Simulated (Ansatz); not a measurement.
ClF₄Ta, SMILES `[F][Ta]([F])([F])([F])[Cl]`, 6 atoms. Charge 0, multiplicity 1. Correlated methods include outer-core shells of Ta, which these sets cover unevenly. Ta takes the def2 core potential. All runs use 4 threads of a server CPU on a shared host. Correlated methods freeze the cores.

Problem. How many basis functions does each run have, and how long does it take in Ansatz? RHF-MP2/def2-QZVPP energy; RKS B3LYP-D4/def2-TZVPP energy and forces; RKS ωB97X-V/def2-TZVPP energy; RKS ωB97M-V/def2-SVP energy; RKS BLYP-D4/def2-TZVPP energy; RHF-CCSD(T)/def2-SVP energy; direct RPA on PBE orbitals/def2-TZVPP energy; RHF-CCSD(T)/def2-TZVPP energy; RKS PBE0-D4/def2-TZVP frequencies; RKS PBE0-D4/def2-TZVP relaxation (5 steps); RKS ωB97M-V/def2-QZVPP energy; RKS B2PLYP (frozen core)/def2-TZVPP energy. (Best estimate.)

Solution. Computed: Other jobs shared the machine, so times are rough.

| level | job | functions | wall time | peak host memory (GiB) |
| --- | --- | --- | --- | --- |
| RKS BLYP-D4/def2-TZVPP | energy | 222 | 1.1 s | 0.32 |
| RKS B3LYP-D4/def2-TZVPP | energy and forces | 222 | 2.5 s | 0.65 |
| RKS B2PLYP (frozen core)/def2-TZVPP | energy | 222 | 3.1 s | 0.6 |
| RKS ωB97M-V/def2-SVP | energy | 106 | 3.1 s | 0.39 |
| direct RPA on PBE orbitals/def2-TZVPP | energy | 222 | 3.5 s | 0.6 |
| RKS ωB97X-V/def2-TZVPP | energy | 222 | 4.5 s | 0.74 |
| RHF-CCSD(T)/def2-SVP | energy | 106 | 6 s | 0.63 |
| RHF-MP2/def2-QZVPP | energy | 379 | 8 s | 1.6 |
| RKS ωB97M-V/def2-QZVPP | energy | 379 | 8.5 s | 1.6 |
| RKS PBE0-D4/def2-TZVP | relaxation (5 steps) | 201 | 12 s | 0.6 |
| RKS PBE0-D4/def2-TZVP | frequencies | 201 | 61 s | 0.6 |
| RHF-CCSD(T)/def2-TZVPP | energy | 222 | 110 s | 4.5 |

B3LYP here is the variant with VWN-RPA as its local correlation; programs differ in this.
